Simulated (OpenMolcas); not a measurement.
Computed transition rates of Re V

```
Program             : OpenMolcas
Method              : MS-CASPT2, IPEA 0.25 Eh, imaginary shift 0.1 Eh (closed shells correlated: 5s 5p)
Basis               : ANO-RCC-VTZP [8s7p5d3f2g1h]
Scalar Hamiltonian  : DKH2, point nucleus
Active space        : 3 electrons in 5 orbitals (5d)
State averaging     : 2S+1 = 4 even, 10 roots; 2S+1 = 2 even, 40 roots kept (CI in the orbitals of an earlier block)
Spin-orbit coupling : state interaction with AMFI integrals over the reference wave functions, term energies averaged over their components
```

Rates come from the transition moments of the reference wave functions (E1 and E2 in the length form). At fixed line strength A goes as λ^-3 for E1 and M1 and as λ^-5 for E2, so a rate at the computed wavelength can be rescaled to the measured one. Measured vacuum wavelengths follow from level energies in the list in Brasseur, Gamrath and Quinet, At. Data Nucl. Data Tables 157, 101636 (2024). Branching counts decays inside the model space alone, at computed energies, and the table is only a selection of the E2 and M1 lines, drawn from those between levels with measured partners whose computed energy lies within a factor of 1.5 of the measured one.

```csv
Upper,Lower,Type,λ computed (nm),λ measured (nm),A computed (s-1),A rescaled (s-1),Branching %
5d3 4F 9/2 [66 %],5d3 4F 7/2,M1,3290,3400,5.83e-01,5.28e-01,100.0
5d3 4F 7/2,5d3 4F 5/2,M1,2386,2427,2.73e+00,2.59e+00,100.0
5d3 4F 5/2,5d3 4F 3/2,M1,2032,2061,4.56e+00,4.37e+00,100.0
5d3 2H 11/2,5d3 2H 9/2 [56 %],M1,1344,1406,2.82e+00,2.46e+00,45.5
5d3 2H 9/2 [56 %],5d3 4F 9/2 [66 %],M1,1170,1242,7.23e+00,,52.7
5d3 2P 1/2 [67 %],5d3 4P 1/2 [67 %],M1,1033,1070,1.64e+01,,92.6
5d3 2G 7/2,5d3 4F 7/2,M1,951.7,996,5.30e+00,,27.4
5d3 2H 9/2 [56 %],5d3 4F 7/2,M1,863,909.6,6.48e+00,,47.2
5d3 4P 5/2,5d3 4F 7/2,M1,802.7,836.9,7.88e-01,,10.1
5d3 2F 5/2,5d3 4P 5/2,M1,696.1,755.3,3.10e+00,,22.9
5d3 2G 7/2,5d3 4F 5/2,M1,680.4,706.2,1.40e+01,,72.4
5d3 4P 1/2 [67 %],5d3 4F 3/2,M1,669.6,698.1,1.64e+00,,80.7
5d3 4P 1/2 [67 %],5d3 4F 3/2,E2,669.6,698.1,1.44e-01,1.17e-01,7.1
5d3 2H 11/2,5d3 4F 9/2 [66 %],M1,625.5,659.5,3.37e+00,,54.3
5d3 2F 5/2,5d3 2G 7/2,M1,612.9,660.1,2.45e+00,,18.1
5d3 2F 7/2,5d3 2G 7/2,M1,601.8,640.5,4.43e+00,,29.5
5d3 4P 5/2,5d3 4F 5/2,M1,600.7,622.3,8.67e-01,,11.1
5d3 2D 5/2(2),5d3 2F 7/2,M1,537.7,560.5,9.74e+00,,9.5
5d3 2D 5/2(2),5d3 2F 5/2,M1,529.2,546.3,1.86e+01,,18.2
5d3 2D 5/2(1),5d3 4F 7/2,M1,480.6,505.9,1.64e+01,,65.3
5d3 2F 7/2,5d3 4F 9/2 [66 %],M1,415.2,440.3,6.64e+00,,44.2
5d3 2D 5/2(1),5d3 4F 5/2,M1,400,418.7,3.04e+00,,12.1
5d3 2F 7/2,5d3 4F 5/2,M1,319.3,335.9,1.99e+00,,13.3
5d3 2D 5/2(2),5d3 4P 5/2,M1,300.6,317,2.32e+01,,22.7
5d3 2F 5/2,5d3 4F 3/2,M1,278.3,292.7,4.28e+00,,31.6
```

Spin-changing lines and M1 lines between different terms are not rescaled, since their strength hangs on the term gaps too.

The largest correction is for 5d3 4P 1/2 [67 %] → 5d3 4F 3/2 (E2): 1.44e-01 × (669.6 / 698.1)^5 = 1.17e-01 s-1, a factor of 0.81.

The computed rate and branching of 5d3 4F 5/2 → 5d3 4F 3/2 give the upper level a radiative lifetime of 1.000 / 4.56e+00 s-1 = 2.19e-01 s, counting decays inside the model space alone. The rescaled rate gives about 2.3e-01 s.

These are rates of the free ion; in crystals, glasses and complexes forced electric-dipole and non-radiative decay shorten such lifetimes by orders of magnitude. No measured rate stands beside these. Rescaling mends the energy factor alone: line strengths can still be far off where a level mixes with configurations outside the active space, and weak or spin-changing lines hang on small mixing coefficients that depend on the term gaps too, so rescaling need not improve them.

Term energies are means over components that CASPT2 splits; among the terms shown or strongly mixed into the levels shown the widest spread is 480 cm-1 (5d3 4F). Terms from blocks run as CI alone lack orbitals of their own. Computed and measured levels are paired by configuration, term and J; levels that our copy of the source lacks, or whose pairing is in doubt (as where it misses far off the trend of its configuration), stay unpaired. Levels of configurations outside the active space are missing.

A share in square brackets marks a mixed level and gives the weight of the term that names it. A number in round brackets counts repeated terms of one configuration in the order of the reference energies.
